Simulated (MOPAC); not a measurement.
MOPAC input (MNDO):

```
MNDO 1SCF CHARGE=1 GEO-OK AUX(PRECISION=9) THREADS=1
H2Sb

Sb    0.00108767 1    0.04563180 1    0.00046138 1
H    -1.24162337 1   -1.13465111 1   -0.01431337 1
H     1.18615228 1   -1.19257051 1   -0.00921681 1
```

Problem. What heat of formation does the run end on, and which ionisation energy by Koopmans theorem?

Solution. 259.89 kcal/mol; 17.23 eV.
